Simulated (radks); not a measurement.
Task: The mean radii <r> (bohr) of the occupied orbitals of an atom or ion are listed with their occupations. Calculated with a radial shooting solver on a logarithmic mesh with Libxc functionals: scalar-relativistic Kohn-Sham, exchange-only LDA, spin-polarised, spherical densities, point nucleus.

orbital  occ.      <r>
1s up       1  0.02725
1s down     1  0.02725
2s up       1   0.1167
2s down     1   0.1165
2p up       3   0.1019
2p down     3   0.1018
3s up       1   0.2956
3s down     1   0.2964
3p up       3   0.2893
3p down     3   0.2902
3d up       4   0.2589

Name the element and its charge. Open shells, if any, are filled with parallel spins first.

Result: Z = 53, iodine, charge +31: I31+ in [Ar] 3d4. The 1s radius gives Z: for a bare nucleus <r> = (2 gamma + 1)/(2Z) with gamma = sqrt(1 - (Z/c)^2), 0.02683 bohr for Z = 53, and screening makes it slightly larger (0.02725 here). The occupations add up to 22, and the charge is Z minus that.
